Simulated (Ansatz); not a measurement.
`FB1CC1F` + H₂ → `FB1CC1` + H–F at 400 K and 1 bar (hydrogenolysis of a C–F bond).

Calculated with Ansatz (gas phase, PBE0-D4/def2-TZVP geometries, no zero-point term in ΔE). CCSD(T)/CBS adds triple-zeta CCSD(T) − MP2 to the extrapolated MP2 energy (def2 sets, frozen cores). This one scheme is used for every species.

```json
{"species": "`FB1CC1F`", "CCSD(T)/CBS energy (Eh)": "-302.27015", "H − E (kJ/mol)": "158.4", "S (J/(mol·K))": "327.4"}
{"species": "H₂", "CCSD(T)/CBS energy (Eh)": "-1.17544", "H − E (kJ/mol)": "38.0", "S (J/(mol·K))": "139.0"}
{"species": "`FB1CC1`", "CCSD(T)/CBS energy (Eh)": "-203.10011", "H − E (kJ/mol)": "175.0", "S (J/(mol·K))": "296.3"}
{"species": "H–F", "CCSD(T)/CBS energy (Eh)": "-100.39570", "H − E (kJ/mol)": "36.5", "S (J/(mol·K))": "182.2"}
```

H − E and S are ideal-gas, rigid-rotor, harmonic terms from PBE0-D4/def2-TZVP, for one conformer and one mirror image of each species. For small species the MP2-based limit differs from directly extrapolated CCSD(T) by up to some mEh (0.8 for H₂); such offsets cancel only in part. 1 Eh = 2625.50 kJ/mol, R = 8.31446 J/(mol·K).

By hand: ΔE, ΔH, ΔS and ΔG.

ΔE = (-203.10011) + (-100.39570) − (-302.27015) − (-1.17544) = -0.05022 Eh = -131.9 kJ/mol. Δ(H − E) = 175.0 + 36.5 − 158.4 − 38.0 = 15.1, so ΔH = -116.8 kJ/mol. ΔS = 296.3 + 182.2 − 327.4 − 139.0 = 12.1 J/(mol·K). ΔG = -116.8 − 400 × (12.1)/1000 = -121.6 kJ/mol.

By hand: the equilibrium constant, and the temperature at which ΔG would vanish if ΔH and ΔS stayed fixed.

log₁₀ K = −ΔG/(RT ln 10) = 15.9. ΔH and −TΔS have one sign here, so there is no such temperature.

The number of gas molecules stays the same, so ΔS is small and ΔH decides. A doubt of 5 kJ/mol in ΔE shifts log₁₀ K by 0.7 here. Other conformers and mirror images would add mixing entropy, several J/(mol·K) or more a flexible species. These are equilibria of isolated gas molecules and say nothing of rates. Largest T1 diagnostic: 0.013 (customary marks: 0.02 for closed shells, 0.045 for open ones).

ΔS is within the doubt of such terms, so its sign, and with it that verdict, could turn.
